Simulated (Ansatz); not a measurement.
Cost and result up the ladder for (OH)2Al-O-SiH3 (AlSiO3H5) (10 atoms). Charge 0, multiplicity 1. Geometry: PBE0-D4/def2-SVP.

```tsv
atom	x (Å)	y (Å)	z (Å)
Al1	-1.0764	0.1891	-0.5821
O2	-1.8888	1.6504	-0.8518
O3	-1.7498	-1.2552	-1.1500
O4	0.3960	0.1359	0.2437
Si5	1.7871	-0.3698	0.9608
H6	-1.5774	2.5095	-0.5648
H7	-2.5803	-1.2951	-1.6263
H8	2.6083	0.8146	1.3580
H9	1.4874	-1.1688	2.1885
H10	2.5941	-1.2105	0.0240
```

Ansatz; hardware A = 2 threads of AMD EPYC 7R13 on a shared host; B = 2 threads of AMD EPYC 7R13 on a shared host and a share (18 GiB) of an NVIDIA H100 80GB HBM3. Times are rough, and most runs start from the orbitals of an earlier one. ωB97M-V/def2-TZVP serves as the yardstick here, not as an exact answer. Differences are given only for rows in sets of like size (and for xTB, whose basis is part of the method), since another set adds its own error. Binding counts from free atoms at the same level (Al doublet, O triplet, Si triplet, H doublet; other spins of the atoms weren't run), without zero-point energy or a counterpoise term.

LC-ωPBE has ω = 0.4 bohr⁻¹. B3LYP takes the VWN-RPA correlation. Correlated methods freeze 13 core orbitals.

Correlated methods converge slowly with the basis.

| level | functions | wall time | binding energy per atom (eV) | difference from ωB97M-V/def2-TZVP (eV) |
| --- | --- | --- | --- | --- |
| HF/STO-3G [A] | 38 | 0.2 s | 2.99 | – |
| PBE-D4/def2-SVP [A] | 103 | 1.1 s | 3.86 | – |
| PBE0-D4/def2-SVP [A] | 103 | 1.5 s | 3.78 | – |
| PBE-D4/def2-TZVP [A] | 197 | 1.9 s | 3.89 | -0.01 |
| revPBE-D4/def2-TZVP [A] | 197 | 2 s | 3.79 | -0.11 |
| B3LYP-D4/def2-TZVP [A] | 197 | 2.6 s | 3.87 | -0.03 |
| LC-ωPBE/def2-TZVP [A] | 197 | 2.7 s | 3.86 | -0.04 |
| BHLYP-D4/def2-TZVP [A] | 197 | 3.2 s | 3.75 | -0.15 |
| CAM-B3LYP-D4/def2-TZVP [A] | 197 | 3.3 s | 3.91 | 0.01 |
| r2SCAN-D4/def2-TZVP [A] | 197 | 3.6 s | 3.90 | 0.00 |
| r2SCANh-D4/def2-TZVP [A] | 197 | 4.3 s | 3.86 | -0.04 |
| PBE0-D4/def2-TZVP (with forces) [A] | 197 | 4.4 s | 3.81 | -0.09 |
| CCSD(T)/def2-TZVP [B] | 197 | 8 s | 3.77 | -0.13 |
| ωB97M-V/def2-TZVP [A] | 197 | 8.5 s | 3.90 | 0.00 |
